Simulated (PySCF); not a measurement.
## Excited states of Si⁴⁺ (silicon, charge +4)

Ground state [Ne], ¹S. All numbers are calculated (PySCF 2.14, the non-relativistic Hamiltonian (point nucleus), in aug-cc-pV(Q+d)Z). Vertical excitation energies in eV without spin-orbit coupling; excited terms of each kind are numbered among those the solver found. Frozen: 1s2.

```tsv
term	leading excitation	EOM-EE-CCSD
1 3P°	2p → s	103.83
1 1P°	2p → s	104.80
1 3S	2p → p	112.35
1 3D	2p → p	113.86
1 1D	2p → p	114.43
1 1P	2p → p	114.66
1 3P	2p → p	114.68
1 1S	2p → p	119.22
2 3P°	2p → d	126.30
1 3F°	2p → d	126.78
1 1F°	2p → d	127.08
1 1D°	2p → d	127.46
2 3S	2p → p	139.24
2 1D	2p → p	139.96
```

The solver can miss terms.
